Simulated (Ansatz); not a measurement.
Born–Oppenheimer molecular dynamics of BClH$_{4}$N$_{2}$ (8 atoms, charge 0, multiplicity 1). It starts from a relaxed structure.

Theory: Ansatz, RKS PBE0-D4/6-31G.

```yaml
ensemble: NVT, Nosé–Hoover chain
time_step: 1 fs
steps_asked: 100
set_temperature: 700 K
thermostat: time constant 50 fs, chain length 5
masses: H 10 u
seed: 546714
```

First frame:

```xyz
8
Properties=species:S:1:pos:R:3
B 0.101 0.071 0.064
N 0.023 -0.151 1.450
H -0.855 -0.121 1.942
H 0.827 -0.349 2.022
N 1.274 0.046 -0.710
H 2.184 -0.143 -0.324
H 1.258 0.218 -1.701
Cl -1.478 0.428 -0.818
```

Question: How far do the bonds stretch over the last three quarters of this one trajectory? (Pairs bonded in most of those frames.)

Answer: 
| bond | mean (Å) | spread (Å) | shortest | longest |
| --- | --- | --- | --- | --- |
| B1–N2 | 1.415 | 0.034 | 1.36 | 1.49 |
| B1–N5 | 1.417 | 0.026 | 1.38 | 1.46 |
| B1–Cl8 | 1.855 | 0.047 | 1.78 | 1.93 |
| N2–H3 | 1.016 | 0.030 | 0.95 | 1.06 |
| N2–H4 | 1.015 | 0.031 | 0.95 | 1.08 |
| N5–H6 | 1.011 | 0.027 | 0.95 | 1.06 |
| N5–H7 | 1.008 | 0.018 | 0.98 | 1.05 |

Mean temperature of the second half: 510 K. The conserved energy stayed within 0.56 meV per atom of its start (net change 0.39 meV per atom), so the integration is sound. The mean temperature of the second half is 27 % below the set value. A run of 0.1 ps of so small a system gives no equilibrium averages. Limits of this set-up: no polarisation functions.

Run time: 2.6 min on 1 thread of Arm Neoverse V2 (shared host), peak memory 0.1 GiB.
